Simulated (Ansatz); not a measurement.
Cost and result for the atomization energy of `[NH2][Ga]([NH2])[SH]` (9 atoms, 8 bonds).

Z-matrix (Å, degrees):
```
N
Ga 1 1.818
H 1 1.006 2 121.0
H 1 1.007 2 121.1 3 148.4
N 2 1.815 1 121.2 3 -166.3
S 2 2.204 1 120.6 3 19.9
H 5 1.006 2 121.2 1 172.8
H 5 1.006 2 122.0 1 20.8
H 6 1.343 2 93.8 1 0.6
```

The species carries charge 0 and has multiplicity 1. Correlated methods include outer-core shells of Ga, which these sets cover unevenly. Scalar relativity is left out up to krypton. The geometry is a stationary point of PBE0-D4/def2-TZVP. It is one conformer, not always the lowest. Program: Ansatz. All runs use 4 threads of a server CPU on a shared host. Times are those of one run each, without the atoms' runs, and a repeat can differ threefold. Electronic energies, without spin–orbit coupling; frozen cores. CCSD(T)/CBS adds CCSD(T) − MP2 in def2-TZVPP to the MP2 limit, and its time is that of the two runs behind it. T1 = 0.012. With those shells the extrapolation isn't a true limit. B3LYP takes the VWN-RPA correlation (the form of Gaussian; ORCA's B3LYP/G).

CCSD(T)/CBS is a level of theory with its own doubt, some kJ/mol a heavy atom from the limit and from the frozen cores, so smaller differences don't rank the functionals.

```tsv
level	functions	wall time
LDA (SPW92)/def2-TZVPP	222	1.8 s
revPBE-D4/def2-TZVPP	222	3.2 s
BLYP-D4/def2-TZVPP	222	3.4 s
CAM-B3LYP-D4/def2-TZVPP	222	6 s
r2SCANh-D4/def2-TZVPP	222	8 s
B3LYP-D4/def2-TZVPP (with forces)	222	8.1 s
PBE-QIDH/def2-TZVPP	222	8.6 s
CCSD(T)/def2-SVP	103	8.6 s
B97M-V/def2-TZVPP	222	11 s
ωB97M-V/def2-TZVPP (with forces)	222	15 s
MP2/def2-QZVPP	423	31 s
CCSD(T)/def2-TZVPP	222	110 s
CCSD(T)/CBS(def2)	–	2.4 min
```

Question: What atomization energy does each give, and how far from CCSD(T)/CBS? (Estimate.)

Answer: Ansatz gave: 
```tsv
level	atomization (kJ/mol)	difference from CCSD(T)/CBS	per bond
LDA (SPW92)/def2-TZVPP	3274.5	421.3	52.7
revPBE-D4/def2-TZVPP	2798.7	-54.5	-6.8
BLYP-D4/def2-TZVPP	2828.9	-24.3	-3.0
CAM-B3LYP-D4/def2-TZVPP	2844.5	-8.7	-1.1
r2SCANh-D4/def2-TZVPP	2801.5	-51.7	-6.5
B3LYP-D4/def2-TZVPP (with forces)	2827.5	-25.7	-3.2
PBE-QIDH/def2-TZVPP	2799.2	-54.0	-6.8
CCSD(T)/def2-SVP	2593.2	-260.0	-32.5
B97M-V/def2-TZVPP	2831.3	-21.9	-2.7
ωB97M-V/def2-TZVPP (with forces)	2845.2	-8.0	-1.0
MP2/def2-QZVPP	2853.0	-0.2	0.0
CCSD(T)/def2-TZVPP	2755.6	-97.6	-12.2
CCSD(T)/CBS(def2)	2853.2	0.0	0.0
```

At CCSD(T), def2-SVP lies −260.0 kJ/mol from the extrapolated value and def2-TZVPP −97.6 kJ/mol: correlation converges slowly with the basis, and small sets miss more of it in the bonded molecule than in its fragments. The D4 term adds +30.5 kJ/mol with B3LYP and +16.1 kJ/mol with PBE0; it sums over pairs of atoms, weighted by their polarisabilities, and B3LYP, whose exchange is more repulsive, gets the larger term. From BLYP to BHLYP (50 % exact exchange), in def2-TZVPP and without D4, the atomization energy moves by −82.6 kJ/mol: exact exchange takes away binding that semilocal exchange gives to molecules.
